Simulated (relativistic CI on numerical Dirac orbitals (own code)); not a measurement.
A reference radial Dirac CI calculation of S⁺ gave the lowest total energy -398.14093 Ha in 10 SCF steps, from this input:

```
atom S  Z=16  charge=1  electrons=15
nucleus A=32  rms_radius_fm=3.2611
hamiltonian dirac-coulomb  breit=on  qed=on  c_scale=1
orbitals kli  potential=per-configuration
slater_scale 1
correlation none
mixing on
grid step=0.0125 r_max=51.4
scf mixing=0.4 start=green max_iterations=150 tolerance=2e-08 node_fill=0.05
configurations
  [Ne] 3s2 3p3
end
```

One setting was then changed (and the iteration limit cut to 78), and the output read:

```
SCF 1: [Ne] 3s2 3p3
 iter      energy (Ha)   residual   last orbital (Ha)
    1      -396.589756   9.25e-01     -0.98001
    2      -397.921349   3.54e-01     -0.81739
    3      -398.195418   2.90e-02     -0.76639
    4      -398.199503   7.87e-03     -0.80400
    5      -398.199572   1.34e-03     -0.79908
    6      -398.199614   7.40e-05     -0.79935
    7      -398.199616   3.71e-05     -0.79946
    8      -398.199616   1.35e-06     -0.79946
    9      -398.199616   4.38e-07     -0.79946
   10      -398.199616   7.58e-09     -0.79946
orbital energies (Ha): 1s -88.9892  2s -8.5007  2p1/2 -6.4914  2p3/2 -6.4451  3s -1.1959  3p1/2 -0.8029  3p3/2 -0.7995
configuration averages (Ha): Dirac-Coulomb, Breit, QED
  3p3                           -398.199616    0.087486    0.057530
levels: no., configuration, term, J, E (cm-1), weight
   1 3p3                    4S*  3/2              0.0  1.00
   2 3p3                    2D*  3/2          18858.4  1.00
   3 3p3                    2D*  5/2          18884.1  1.00
   4 3p3                    2P*  1/2          31455.0  1.00
   5 3p3                    2P*  3/2          31509.2  1.00
lowest total energy -398.140644 Ha
end: converged
```

**Question.** Which setting was changed?
A. charge
B. QED terms
C. configuration list
D. grid step

**Answer.** D. The grid step 0.08. This setting is bad on purpose; its numbers may not be properties of the ion.
